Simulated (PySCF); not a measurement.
Molecule: `C1C(S)CCCC1`, C$_{6}$H$_{12}$S.

Mapped SMILES: `[SH:1][CH:2]1[CH2:3][CH2:4][CH2:5][CH2:6][CH2:7]1` (H(Xn): hydrogen on atom n). Ha(C3), Ha(C4), Ha(C5), Ha(C6), Ha(C7) are cis to S1 on the ring; Hb(C3), Hb(C4), Hb(C5), Hb(C6), Hb(C7) are trans to S1 on the ring.

Geometry PBE0-D3(BJ)/def2-SVP throughout; GIAO in PySCF 2.14, gas phase, one conformer, non-relativistic; equivalent atoms averaged; functional PBE0.

(1) How do the absolute shieldings σ depend on the basis set? (a selection of nuclei; ppm; last column core-seconds on shared hosts with different chips, so compare them loosely)

(2) Which nucleus among those listed moves most, in ppm?

(3) Taking the largest basis, def2-TZVP (295 functions), as the yardstick, rank the others by their worst heavy-atom deviation.

## Answers

(1) 
```tsv
basis set	functions	C2	C4/C6	Ha(C4)/Ha(C6)	Hb(C3)/Hb(C7)	H(C2)	Ha(C3)/Ha(C7)	Ha(C5)	Hb(C4)/Hb(C6)	H(S1)	core-s
STO-3G	51	196.3	208.2	31.67	31.74	31.79	31.92	31.99	32.02	33.24	5.5
pcSseg-0	91	153.2	166.2	31.34	31.39	30.59	31.67	31.75	31.67	31.54	7.7
6-31G	91	158.3	172.3	30.86	30.84	29.77	30.99	31.17	31.14	31.80	12
6-31G*	126	154.9	167.7	30.29	30.25	29.11	30.49	30.63	30.59	30.64	18
cc-pVDZ	162	152.9	167.7	29.69	29.66	28.73	30.13	30.24	30.13	29.99	18
def2-SVP	162	153.7	167.4	29.87	29.85	28.94	30.30	30.40	30.31	30.14	16
pcSseg-1	186	142.0	155.7	29.65	29.65	28.76	30.14	30.20	30.10	29.54	24
6-311+G(2d,p)	269	142.9	157.7	29.79	29.71	28.69	30.26	30.39	30.29	29.82	53
aug-cc-pVDZ	273	151.7	166.2	29.60	29.50	28.51	30.09	30.19	30.08	29.82	42
def2-TZVP	295	142.8	157.0	29.76	29.68	28.68	30.22	30.33	30.22	29.72	46
```

(2) C2 (sp3 CH bonded to S): from 142.0 ppm with pcSseg-1 to 196.3 ppm with STO-3G. The smallest spread is 1.79 ppm, at Ha(C5). Proton shifts span only some 12 ppm, so a few tenths of a ppm matter as much there as several ppm in carbon.

(3) 6-311+G(2d,p) 0.7 ppm (269 functions), pcSseg-1 1.3 ppm (186 functions), aug-cc-pVDZ 9.2 ppm (273 functions), pcSseg-0 10.5 ppm (91 functions), cc-pVDZ 10.7 ppm (162 functions), def2-SVP 10.9 ppm (162 functions), 6-31G* 12.1 ppm (126 functions), 6-31G 15.5 ppm (91 functions), STO-3G 53.5 ppm (51 functions).

A small basis that lands close on one nucleus may do so by chance; judge by the trend and by all nuclei.
